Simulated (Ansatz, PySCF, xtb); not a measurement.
Acid–base and redox partners of CF. Isolated molecules, 0 K electronic values unless said otherwise. Strings in code marks are SMILES.

Quantity: gas-phase deprotonation enthalpy at 298 K, in kcal/mol. Thermal and zero-point terms are GFN2-xTB rigid-rotor harmonic values (xtb). Levels without diffuse functions put anions too high.

Level 1: PBE-D3(BJ)/def2-TZVPD // PBE0-D3(BJ)/def2-TZVPD (PySCF)
Level 2: frozen-core MP2/aug-cc-pVTZ // PBE0-D3(BJ)/def2-TZVPD (Ansatz, an electronic-structure program)
Level 3: M06-2X/6-31G* // PBE0-D3(BJ)/def2-TZVPD (PySCF)
Level 4: PBE/6-31G* // PBE0-D3(BJ)/def2-TZVPD (PySCF)

```csv
species,level 2,level 3,level 4
proton removed from C1: `[CH2-]F`,409.1,431.7,434.0
```

Q: What does level 1 give for each?

A: 
- proton removed from C1: `[CH2-]F`: 407.2
